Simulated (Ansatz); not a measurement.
System: C$_{3}$H$_{2}$F$_{2}$, charge 0, singlet. C3H2F2 (1,3-difluoropropa-1,2-diene, SMILES C(F)=C=CF).
B3LYP-D3(BJ)/def2-TZVP minimum from Ansatz (a first-principles code):
```xyz
7

F      2.0983     0.6173    -0.5035
C      1.3080    -0.2150     0.2049
C      0.0279    -0.2993     0.0107
C     -1.2446    -0.4664    -0.1806
F     -2.1794     0.2539     0.4724
H      1.8690    -0.7808     0.9383
H     -1.6868    -1.1763    -0.8685
```

Property: atomisation energy (electronic, to ground-state atoms), in kcal/mol. Radicals and triplets start from unrestricted determinants; spin-orbit coupling is neglected. CBS(X,Y): correlation extrapolated as X^-3, Hartree-Fock from the larger set. A bracket is a step between two methods taken in the basis named. Functionals run without relativity, which enters their misses. Double hybrids freeze cores in their MP2 part. 'core' is core correlation in cc-pwCVTZ, 'X2C' scalar relativity in cc-pVTZ-DK, both at CCSD(T). Where a partner has so few electrons that a lower coupled-cluster level is exact, that level stands in. The restricted determinant of C3H2F2 (FC=C=CF, singlet) is unstable towards broken spin symmetry in at least one set run.

CCSD(T)/CBS(cc-pVTZ,cc-pVQZ) + [CCSDT(Q) - CCSD(T)]/cc-pVDZ + core + X2C (Ansatz) gives 713.2 kcal/mol.

Question: What does PBE/def2-TZVPD (Ansatz) give here, and how do the other levels compare?

Answer: PBE gives 749.4 kcal/mol, 36.2 kcal/mol above it. Differences of the others: r2SCAN/def2-TZVPD (Ansatz) 5.4; B3LYP/def2-TZVPD (Ansatz) -2.7; PBE0/def2-TZVPD (Ansatz) 7.1; wB97M-V/def2-TZVPD (Ansatz) 1.3; B2PLYP/def2-TZVPD (Ansatz) -6.3; CCSD(T)/CBS(cc-pVTZ,cc-pVQZ) + core + X2C (Ansatz) -1.2 kcal/mol. Nearer than PBE: r2SCAN/def2-TZVPD, B3LYP/def2-TZVPD, PBE0/def2-TZVPD, wB97M-V/def2-TZVPD, B2PLYP/def2-TZVPD, CCSD(T)/CBS(cc-pVTZ,cc-pVQZ) + core + X2C.
